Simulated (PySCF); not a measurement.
Si(Cl)(F)2(OAc) (C2H3ClF2O2Si), SMILES CC(=O)O[Si](F)(F)Cl.

Coordinates come from a ωB97X-D3(BJ)/def2-SVP optimisation. The values are those of a single conformer.

Two levels are set side by side: PBE/def2-TZVP (PySCF) and HF/def2-TZVP (PySCF). Same geometry, gas phase. Differences are taken from unrounded values.

| quantity | HF | PBE | PBE minus HF |
|---|---|---|---|
| orbital gap (eV) | 16.42 | 5.29 | -11.13 |
| highest occupied level (eV) | -13.02 | -7.05 | 5.97 |
| lowest empty level (eV) | 3.40 | -1.76 | -5.16 |
| dipole moment (D) | 3.16 | 2.72 | -0.44 |

PBE's occupied levels lie high since its potential decays too fast outside the molecule; exact exchange lowers them and widens the gap. Differences between two approximate levels are no errors against the true value.

Rough cost on one machine, each run with all the roots and properties that it gave: HF against PBE about 1/5.
